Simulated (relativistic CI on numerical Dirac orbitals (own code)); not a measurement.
**Level scheme of Mn22+**

These numbers are calculated, not measured: Dirac-Coulomb-Breit CI, orbitals from a KLI potential per configuration, a model potential for QED, unscaled Slater integrals (own radial code, finite nucleus).

CI space (outside the closed core 1s2): 2s, 2p, 3s, 3p, 3d, 4s, 4p, 4d, 4f, 5s, 5p, 5d, 5f, 5g. Levels of other configurations are missing.

The lowest level is 2s 2S_1/2, with 100 % of that term; Hund's rules for 2s give 2S with J = 1/2, in agreement.

```
No.  Configuration  Term    J   E (eV)    %  Next component (%)  jj configuration (%)
  1             2s    2S  1/2     0.00  100                                  2s (100)
  2             2p   2P°  1/2    46.60  100                               2p1/2 (100)
  3             2p   2P°  3/2    60.04  100                               2p3/2 (100)
  4             3s    2S  1/2  1056.14  100                                  3s (100)
  5             3p   2P°  1/2  1069.08  100                               3p1/2 (100)
  6             3p   2P°  3/2  1073.05  100                               3p3/2 (100)
  7             3d    2D  3/2  1077.88  100                               3d3/2 (100)
  8             3d    2D  5/2  1079.14  100                               3d5/2 (100)
  9             4s    2S  1/2  1419.73  100                                  4s (100)
 10             4p   2P°  1/2  1425.05  100                               4p1/2 (100)
 11             4p   2P°  3/2  1426.72  100                               4p3/2 (100)
 12             4d    2D  3/2  1428.73  100                               4d3/2 (100)
 13             4d    2D  5/2  1429.26  100                               4d5/2 (100)
 14             4f   2F°  5/2  1429.36  100                               4f5/2 (100)
 15             4f   2F°  7/2  1429.63  100                               4f7/2 (100)
 16             5s    2S  1/2  1586.57  100                                  5s (100)
 17             5p   2P°  1/2  1589.27  100                               5p1/2 (100)
 18             5p   2P°  3/2  1590.12  100                               5p3/2 (100)
 19             5d    2D  3/2  1591.14  100                               5d3/2 (100)
 20             5d    2D  5/2  1591.41  100                               5d5/2 (100)
 21             5f   2F°  5/2  1591.47  100                               5f5/2 (100)
 22             5f   2F°  7/2  1591.60  100                               5f7/2 (100)
 23             5g    2G  7/2  1591.61  100                               5g7/2 (100)
 24             5g    2G  9/2  1591.69  100                               5g9/2 (100)
```

Energies count from the lowest computed level; ° marks odd parity. Filled j subshells are mostly left out of the jj labels.

The mean weight of the leading LS term, summed over parents, in these 24 levels is 100 %, and that of the leading jj configuration (from the same eigenvectors) 100 %.

At this charge energies of transitions that change n are usually good to better than 1 %, and those within a shell (Δn = 0) to a few per cent.
